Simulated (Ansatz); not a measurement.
```yaml
crystal:
  periodic: [false, false, false]
  atoms:
    - {symbol: C, position_ang: [0.636314, 1.836563, 3.032291]}
    - {symbol: C, position_ang: [-0.184389, 1.978869, 1.837950]}
    - {symbol: N, position_ang: [-0.191878, 0.663887, 0.950043]}
    - {symbol: C, position_ang: [-0.969184, 0.021021, 1.367843]}
    - {symbol: Zr, position_ang: [0.271492, 1.044642, -0.897806]}
    - {symbol: F, position_ang: [-0.682543, 2.628720, -1.913390]}
    - {symbol: F, position_ang: [1.943392, 1.453388, -0.786324]}
    - {symbol: N, position_ang: [-0.277655, -0.654107, -1.922219]}
    - {symbol: C, position_ang: [-1.485876, -0.716558, -2.714036]}
    - {symbol: C, position_ang: [0.386490, -1.667396, -1.818998]}
    - {symbol: C, position_ang: [1.826163, -1.865806, -0.744017]}
    - {symbol: H, position_ang: [0.247819, 0.811289, 3.751626]}
    - {symbol: H, position_ang: [0.635270, 2.664883, 2.975347]}
    - {symbol: H, position_ang: [1.606871, 1.363267, 2.534565]}
    - {symbol: H, position_ang: [0.116175, 2.669824, 0.937467]}
    - {symbol: H, position_ang: [-1.256546, 2.337220, 2.174866]}
    - {symbol: H, position_ang: [-0.711393, -0.734419, 2.208105]}
    - {symbol: H, position_ang: [-1.693497, -1.183212, 0.722369]}
    - {symbol: H, position_ang: [-2.374304, 0.208800, 1.992831]}
    - {symbol: H, position_ang: [-1.040302, -0.795004, -4.163945]}
    - {symbol: H, position_ang: [-2.117812, -1.372733, -2.319488]}
    - {symbol: H, position_ang: [-2.062660, 0.268209, -2.670547]}
    - {symbol: H, position_ang: [0.645781, -1.749869, -2.839186]}
    - {symbol: H, position_ang: [-0.196266, -2.833451, -1.500878]}
    - {symbol: H, position_ang: [1.081701, -1.553723, 0.156915]}
    - {symbol: H, position_ang: [2.261247, -1.351489, -1.213123]}
    - {symbol: H, position_ang: [2.250427, -2.965660, -0.511213]}
basis:
  gaussian: {orbitals: cc-pVTZ-DK}
magnetization: {spin_polarized: true, initial_magnetization: 1}
hamiltonian: {xc: {name: HF}}
correlation: {method: rpa}
```

```sh
$ ansatz run in.yaml --threads 11 --pin off --events-out ev --progress --plain --max-ram 120832MiB --backend cuda --devices 0, --max-vram 75GiB
```

Problem. How does Ansatz answer? (Best estimate.)

Solution. Computed: The input was rejected before any iteration.
```
Error: a molecule whose nuclei and cores have a total charge of 124 cannot have a net charge of 0 together with 1 unpaired electrons
```
